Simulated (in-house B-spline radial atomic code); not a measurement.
## RPA and G0W0 on LDA VWN5: Ag6+

Configuration [Kr] 4d5, highest spin, mean-field start LDA VWN5. Computed with an all-electron radial atomic-structure program (B-spline basis): all electrons, non-relativistic, point nucleus, each spin shell either full or empty, empty states to l = 9 with an (l + 1/2)⁻⁴ tail; G0W0 by contour deformation at full frequency.

Without relativity these are model numbers: it shifts the levels of so heavy an element strongly and can reorder them.

Command:
```bash
python run_gw.py task.json out
```
Settings (radii: box in bohr, nucleus in fm):
```
Z                        47
electrons                41
configuration            [Kr] 4d5
hamiltonian              nr
method                   lda,vwn
lmax                     9
spin_polarised           True
box_radius               9.29
intervals                51
```

Cost of the run: 1.9 s on 1 thread of Intel(R) Xeon(R) 6975P-C, with other jobs on the host.

Energies (hartree):

| term | value |
| --- | --- |
| mean-field total | -5185.08978 |
| Hartree-Fock functional on these orbitals | -5188.19376 |
| direct second order | -3.4882 |
| second-order exchange | 0.99718 |
| SOSEX correction | 0.93597 |

(1) What is the RPA correlation energy, and what remains with SOSEX?

Quasi-particle levels (eV):

```tsv
level	occupied	mean field	Σx - vxc	Σc	QP weight	G0W0
4d up	yes	-98.46	-9.99	?	?	?
4p down	yes	-147.19	-10.04	-0.24	0.949	-157.47
4d down	no	-93.79	12.76	-4.08	0.960	-85.12
```

G0W0 = mean field + (Σx - vxc) + Σc, with Σc (partial-wave tail included) taken at the quasi-particle energy. Only the outer levels were computed. Levels of low weight are left out.

(2) Where does G0W0 put 4d up?

## Answers

(1) RPA gives -3.1166 hartree (-2.07 eV per electron); RPA + SOSEX gives -2.1806, and the second-order doubles -2.491 hartree (no singles). SOSEX takes back 30 % of the RPA value.

(2) At -108.45 eV, with Σc = 0.01 eV and a quasi-particle weight of 0.960. The tabulated removal energy is 106 ± 2 eV (NIST, tabulated theory); the calculation leaves out relativity, Breit and QED terms, and what these don't explain is the method's own error.
